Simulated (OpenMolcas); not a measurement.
# Mn6+, Tc6+, Re6+: d down the group

| Item | Value |
| --- | --- |
| Program | OpenMolcas |
| Method | SS-RASPT2, IPEA 0.25 Eh, imaginary shift 0.1 Eh |
| Basis | ANO-RCC-VQZP |
| Scalar Hamiltonian | DKH2, point nucleus |
| Spin-orbit coupling | state interaction with AMFI integrals over the reference wave functions, term energies averaged over their components |

Active space for each ion: 7 electrons in 8 orbitals (RAS1 p, at most 2 holes; RAS2 d); closed shells correlated by CASPT2: Mn6+ 3s; Tc6+ 4s; Re6+ 5s.

Computed levels in cm-1 above 2D 3/2:

```csv
Level,Mn6+,Tc6+,Re6+
2D 5/2,1349,3385,11646
weight of 2D in the lowest level (%),100,100,100
```

Measured, with the error of the calculation in %. Measured levels: Mn6+ from Corliss and Sugar, J. Phys. Chem. Ref. Data 6, 1253 (1977).

| Level | Mn6+ |
| --- | --- |
| 2D 5/2 | 1350 (-0.1) |

The fine-structure level 2D 5/2 changes by a factor of 8.63 from Mn6+ to Re6+.

Active for correlation alone: 3p; no level in the range computed is led by a configuration that opens it, so any true level of that kind is missing (holds for Mn6+). Active for correlation alone: 4p; no level in the range computed is led by a configuration that opens it, so any true level of that kind is missing (holds for Tc6+). Active for correlation alone: 5p; no level in the range computed is led by a configuration that opens it, so any true level of that kind is missing (holds for Re6+). Computed and measured levels are paired by configuration, term and J; levels that our copy of the source lacks, or whose pairing is in doubt (as where it misses far off the trend of its configuration), stay unpaired and out of the deviations. Only configurations of the active space appear.
